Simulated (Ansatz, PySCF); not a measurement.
Noncovalent pair: GeH4 (SMILES [GeH4]) (first 5 atoms) with C2H6 (SMILES CC); geometry from B3LYP-D3(BJ)/def2-TZVP, rigid monomers moved along the line of their centres of mass till Ge1···C6 is 4.38 Å.
(charge 0, multiplicity 1):
```xyz
13

Ge    -0.154     0.149    -0.246
H     -0.505    -0.060    -1.728
H      0.420    -1.153     0.331
H     -1.422     0.535     0.529
H      0.886     1.270    -0.120
C      0.607     0.446     4.058
C     -0.340    -0.702     4.391
H      1.057     0.865     4.961
H      0.085     1.257     3.546
H      1.421     0.115     3.410
H      0.182    -1.512     4.904
H     -0.789    -1.121     3.489
H     -1.153    -0.370     5.039
```

Counterpoise-corrected where a basis set is named; no monomer relaxation.

Correlated levels freeze the cores. Filled d and f shells under p-block atoms count as core.

Programs: Ansatz (a program for electronic structure) with Gaussian orbitals; PySCF for the dispersion terms. Each number belongs to the level named beside it.

What interaction energy does PBE/def2-TZVPPD give?

-0.3 kcal/mol
